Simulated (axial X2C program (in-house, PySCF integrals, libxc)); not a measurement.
# Spin–orbit effects down a group: homonuclear dimers, MP2

Computed with an in-house relativistic program for diatomic molecules, spin-free (one-electron X2C) or two-component (2c: spin–orbit coupling with atomic mean-field Coulomb and Gaunt terms, which also bring small scalar terms), in Dyall basis sets with cores contracted in-house; open shells are unrestricted.

Basis sets: Be dyall-cv3z, Ca dyall-cv3z, Mg dyall-cv3z, Sr dyall-cv3z. Frozen shells (counts by l): Be₂ Be 1s, 4 electrons correlated; Mg₂ Mg 2s1p, 4 electrons correlated; Ca₂ Ca 3s2p, 4 electrons correlated; Sr₂ Sr 4s3p1d, 4 electrons correlated. Where the outer core of a metal is frozen, bonds come out longer and ionisation energies lower.

| molecule | spin-free state | Re (Å) | ωe (cm⁻¹) | De (eV) | 2c state | Re 2c (Å) | ωe 2c (cm⁻¹) | De 2c (eV) |
| --- | --- | --- | --- | --- | --- | --- | --- | --- |
| Be₂ | M_S = 0, Λ = 0 | 2.763 | 112.9 | 0.04 | Ω = 0 | 2.763 | 112.9 | 0.04 |
| Mg₂ | M_S = 0, Λ = 0 | 4.107 | 42.3 | 0.04 | Ω = 0 | 4.108 | 42.3 | 0.04 |
| Ca₂ | M_S = 0, Λ = 0 | 4.572 | 51.8 | 0.09 | Ω = 0 | 4.573 | 51.8 | 0.09 |
| Sr₂ | M_S = 0, Λ = 0 | 4.986 | 33.0 | 0.09 | Ω = 0 | 4.987 | 32.9 | 0.09 |

Question: Work out the shifts from the spin-free to the two-component result.

Answer: 

```
molecule  2c state  ΔRe (Å)  Δωe (cm⁻¹)  ΔDe (eV)
     Be₂     Ω = 0    0.000         0.0      0.00
     Mg₂     Ω = 0    0.001         0.0      0.00
     Ca₂     Ω = 0    0.001         0.0      0.00
     Sr₂     Ω = 0    0.001        -0.1      0.00
```

Shifts of one unit in the last digit are rounding.

Each entry is the lowest single determinant of a limited PBE0 search at one distance. De goes to single-determinant-based atoms at the same level (for ions the charge split of lowest energy) and is withheld (n/a) where an atom does not fit its ground term or J level. Main or longest-lived isotopes.
